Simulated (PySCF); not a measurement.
Compound: F2H3PSi.
Z-matrix (Å and degrees, PBE0-D3(BJ)/def2-SVP geometry), rows numbered from 1:
```
F 
P   1  1.6239
F   2  1.6239  1   98.86
Si  2  2.3064  1   95.42  3    95.76
H   4  1.4910  2  108.77  1   -49.63
H   4  1.4934  2  107.98  1  -169.75
H   4  1.4931  2  108.72  1    71.08
```

Computed with core-valence-separated Tamm–Dancoff BHandHLYP/aug-pcX-1 (pcseg-1 on H, def2-SVPD on Si, def2-SVPD on P) in PySCF, non-relativistic, gas phase, PBE0-D3(BJ)/def2-SVP geometry. BHandHLYP without relativity tends to put these K edges a few eV too low, so spacings mean more than positions.

Task: Give energies, oscillator strengths and core holes at the F K edge.

Result: 
```
E (eV)       f  core hole on          main final orbital
684.13  0.0475         F1/F3    LUMO (2 roots, f summed)
685.35  0.0214         F1/F3  LUMO+1 (2 roots, f summed)
687.19  0.0141         F1/F3  LUMO+2 (2 roots, f summed)
687.70  0.0115         F1/F3  LUMO+3 (2 roots, f summed)
688.42  0.0090         F1/F3  LUMO+4 (2 roots, f summed)
```

The first line with a tenth or more of the strongest one's intensity is at 684.13 eV (f = 0.047, sum of 2), with the hole on F1/F3 (phosphorus-bound fluorine). It is also the strongest listed.

Roots within 0.03 eV whose holes lie on the same, on equivalent or on shared atoms are summed into one line, and the highest roots are left out, as the search may have cut off their partners. Final orbitals are the ground state's empty Kohn–Sham orbitals.

Only the lowest roots of each edge were sought.

The run took 3.0 s on one thread, Arm Neoverse V1 (aarch64), no GPU (shared host), and the process peaked at 0.51 GiB of memory.
